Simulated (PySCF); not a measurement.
# What a mistake does to a calculation on BH5Si2

Calculated results; nothing here was measured. The program is PySCF 2.14.0, an open-source quantum chemistry code, run on an isolated molecule that a program drew, which may never have been made. The molecule is BH5Si2 (charge 0, singlet), drawn as the SMILES string `B[Si][SiH3]`.

Each row is a Hartree-Fock (HF) and frozen-core CCSD(T) single point in the cc-pV(D+d)Z basis, meant for a local HF minimum. Run 1 is clean. Each other run has one planted mistake out of seven kinds, and not every kind appears here: one electron removed, one electron added, multiplicity raised by two, geometry at a saddle point, minimal basis STO-3G, one bond length entered in bohr, all coordinates scaled. The reference is restricted for singlets and unrestricted otherwise, and also for a bond in bohr. Adding or removing an electron swaps singlet and doublet. Electrons count all cores. HOMO and LUMO are orbital energies over both spins, the gradient is its largest component, and the lowest frequency (negative if imaginary) is given only where the gradient is small. Bond lengths are over the 7 bonds as drawn. T1 is the CCSD diagnostic: over 0.02 (restricted) or 0.045 (unrestricted) a single reference is doubtful.

Geometry of the clean run:
```xyz
8
BH5Si2, angstrom
B    -1.3570    0.7768    0.3759
Si   -0.6559    1.3696    2.1303
Si    1.2536    2.3012    0.9641
H    -2.0702    1.4879   -0.2839
H    -1.0718   -0.3011   -0.0784
H     1.2964    3.7522    1.2727
H     2.4688    1.6500    1.5136
H     1.2836    2.1487   -0.5125
```

| run | electrons | basis functions | <S^2> | HOMO (eV) | LUMO (eV) | gradient (hartree/bohr) | lowest frequency (cm^-1) | mean bond (Å) | longest bond (Å) | T1 | HF (hartree) | CCSD(T) (hartree) | mistake |
|---|---|---|---|---|---|---|---|---|---|---|---|---|---|
| 1 | 38 | 85 | 0.000 | -8.80 | 0.29 | 2.3e-06 | 22 | 1.6092 | 2.424 | 0.0186 | -605.37680 | -605.71681 | no fault |
| 2 | 38 | 85 | 1.069 | -8.22 | 0.34 | 1.1e-02 | - | 1.7980 | 2.806 | 0.0754 | -605.27105 | -605.59974 | one bond length entered in bohr |
| 3 | 38 | 85 | 2.025 | -8.01 | -0.22 | 2.8e-02 | - | 1.6092 | 2.424 | 0.0227 | -605.35078 | -605.66941 | multiplicity raised by two |
| 4 | 38 | 28 | 0.000 | -5.91 | 5.69 | 3.7e-02 | - | 1.6092 | 2.424 | 0.0153 | -598.39483 | -598.54847 | ? |
| 5 | 37 | 85 | 0.768 | -15.83 | -6.76 | 3.7e-02 | - | 1.6092 | 2.424 | 0.0240 | -605.09233 | -605.39952 | ? |

**Which mistake was planted in run 4, and what did it cost?**

It has 28 basis functions where the clean run has 85, with the same electrons and geometry. So the mistake is: minimal basis STO-3G. Subtracting run 1 and multiplying by 627.51 kcal/mol a hartree, the energy moved by 4381.3 kcal/mol in HF and 4498.2 kcal/mol in CCSD(T).

**Which mistake was planted in run 5, and what did it cost?**

It counts 37 electrons, one fewer than the clean run, at the same geometry and basis. So the mistake is: one electron removed. Subtracting run 1 and multiplying by 627.51 kcal/mol a hartree, the energy moved by 178.5 kcal/mol in HF and 199.1 kcal/mol in CCSD(T).

Cautions from the logs. Run 2: T1 is over the limit, so its CCSD(T) energy is less reliable.
